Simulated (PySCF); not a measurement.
A survey of ²⁹Si NMR shifts

Computed data (PySCF): geometry: GFN2-xTB, NMR shieldings at PBE0/pcSseg-1/GIAO. One conformer, in vacuum, no relativistic terms, fast rotation and ring inversion assumed for equivalent nuclei.

Shieldings were converted by a linear fit to measured shifts: ²⁹Si (scatter 8.9 ppm rms, 25.8 ppm with the 6 outliers that the fit left out vs TMS, solution or neat liquid). A few per cent of atoms miss by over 2 rms, more outside the fitted compound classes.

Give the ²⁹Si shifts of `FC[C@H]1C[SiH2]CCO1`, `FC[C@H]1C[SiH2]CCO1`, `CC(C)O[Si@@H](O)[SiH2]Cl`, `N[Si@H](O[SiH2]C[SiH3])[SiH2][SiH3]`, `CN[SiH2][Si]([SiH3])([SiH3])[SiH2]O`, `F[SiH2][Si@H]([SiH3])C[SiH3]`.

Results:


```csv
compound,environment,δ (ppm)
FC[C@H]1C[SiH2]CCO1,"silicon bonded to 2 C, 2 H, in a 6-membered ring",-50.5
FC[C@H]1C[SiH2]CCO1,"silicon bonded to 2 C, 2 H, in a 6-membered ring",-50.5
[CH3:1][CH:2]([CH3:3])[O:4][Si@@H:5]([OH:6])[SiH2:7][Cl:8],"Si5: silicon bonded to 2 O, Si, H",-27.6
[CH3:1][CH:2]([CH3:3])[O:4][Si@@H:5]([OH:6])[SiH2:7][Cl:8],"Si7: silicon bonded to Cl, Si, 2 H",-43.4
[NH2:1][Si@H:2]([O:3][SiH2:4][CH2:5][SiH3:6])[SiH2:7][SiH3:8],"Si2: silicon bonded to N, O, Si, H",-15.5
[NH2:1][Si@H:2]([O:3][SiH2:4][CH2:5][SiH3:6])[SiH2:7][SiH3:8],"Si4: silicon bonded to C, O, 2 H",-26.5
[NH2:1][Si@H:2]([O:3][SiH2:4][CH2:5][SiH3:6])[SiH2:7][SiH3:8],"Si6: silicon bonded to C, 3 H",-68.4
[NH2:1][Si@H:2]([O:3][SiH2:4][CH2:5][SiH3:6])[SiH2:7][SiH3:8],"Si8: silicon bonded to Si, 3 H",-102.7
[NH2:1][Si@H:2]([O:3][SiH2:4][CH2:5][SiH3:6])[SiH2:7][SiH3:8],"Si7: silicon bonded to 2 Si, 2 H",-114.3
[CH3:1][NH:2][SiH2:3][Si:4]([SiH3:5])([SiH3:6])[SiH2:7][OH:8],"Si7: silicon bonded to O, Si, 2 H",-16.9
[CH3:1][NH:2][SiH2:3][Si:4]([SiH3:5])([SiH3:6])[SiH2:7][OH:8],"Si3: silicon bonded to N, Si, 2 H",-39.8
[CH3:1][NH:2][SiH2:3][Si:4]([SiH3:5])([SiH3:6])[SiH2:7][OH:8],"Si5/6: silicon bonded to Si, 3 H (×2)",-94.9
[CH3:1][NH:2][SiH2:3][Si:4]([SiH3:5])([SiH3:6])[SiH2:7][OH:8],Si4: silicon bonded to 4 Si,-133.8
[F:1][SiH2:2][Si@H:3]([SiH3:4])[CH2:5][SiH3:6],"Si2: silicon bonded to F, Si, 2 H",4.6
[F:1][SiH2:2][Si@H:3]([SiH3:4])[CH2:5][SiH3:6],"Si6: silicon bonded to C, 3 H",-65.2
[F:1][SiH2:2][Si@H:3]([SiH3:4])[CH2:5][SiH3:6],"Si3: silicon bonded to C, 2 Si, H",-75.4
[F:1][SiH2:2][Si@H:3]([SiH3:4])[CH2:5][SiH3:6],"Si4: silicon bonded to Si, 3 H",-102.8
```
